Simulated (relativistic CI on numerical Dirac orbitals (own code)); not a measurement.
# Hyperfine structure of Gd XXVI, mass number 157

Computed by Dirac-Coulomb-Breit CI, separate exchange-only KLI orbitals for each configuration, model QED, unscaled Slater integrals (own radial code, finite nucleus).

CI space (outside the closed core [Ar] 3d10): 4s²4p⁶4d³, 4s²4p⁵4d⁴, 4s²4p⁶4d²4f, 4s4p⁶4d⁴, 4s4p⁶4d³4f, 4s²4p⁶4d²5s, 4s²4p⁶4d²5p, 4s²4p⁶4d4f5s, 4s²4p⁶4d²5d, 4s²4p⁵4d³5s, 4s²4p⁶4d4f², 4s²4p⁶4f³, 4s4p⁶4d4f³, 4s²4p⁶4f²5s, 4s²4p⁶4f²5p, 4s²4p⁶4d5s², 4s²4p⁶4f5s², 4s4p⁶4d4f5s², 4s²4p⁶5s²5p. Double excitations out of closed p, d and f shells are left out; levels of such configurations are missing from the list, as are those of other unlisted configurations, and high levels can miss mixing partners. These lack a partner that the ground configuration has and come out too high: 4s²4p⁶4d²5d, 4s²4p⁵4d³5s.

Nuclear spin I = 3/2, μ = -0.3398 μN, Q = 1.35 b (tables of Stone and Pyykkö). The electronic factors are computed for point nuclear moments, without core polarisation or the Bohr-Weisskopf and QED corrections.

```tsv
Level	E (eV)	A (MHz)	B (MHz)
4s²4p⁶4d³ ⁴F3/2	0.0000	-3084	-8900
4s²4p⁶4d³ ⁴F5/2	5.5341	-1769	-5250
4s²4p⁶4d³ ⁴F7/2	8.2639	-1766	171
4s²4p⁶4d³ ⁴P1/2	9.1776	1246	
4s²4p⁶4d³ ⁴P5/2	14.0001	-791.2	12300
4s²4p⁶4d³ ²G7/2	14.4525	-1638	2530
4s²4p⁶4d³ ⁴F9/2	15.4457	-1545	5950
4s²4p⁶4d³ ²P1/2	17.4921	364.7
```

Levels with J = 0, under 50 % of one LS term, or S terms without an open s electron are left out. Small factors come from cancelling terms and can be off by tens of per cent or more.

At this charge energies of transitions that change n are usually good to better than 1 %, and those within a shell (Δn = 0) to a few per cent. Terms inside the open d or f shell come out 10 to 20 % too wide with unscaled integrals.

(1) Give the hyperfine levels of 4s²4p⁶4d³ ⁴F3/2 relative to its centre of gravity.

## Answers

(1) With K = F(F + 1) − I(I + 1) − J(J + 1), E = AK/2 + B[¾K(K + 1) − I(I + 1)J(J + 1)]/[2I(2I − 1)J(2J − 1)]: F = 0: 440.4, F = 1: 6256, F = 2: 8987, F = 3: -9164 MHz.

LS names give the leading component of a level, which can be under half, so a name can repeat, a term be missing and a line seem to break the LS rules.
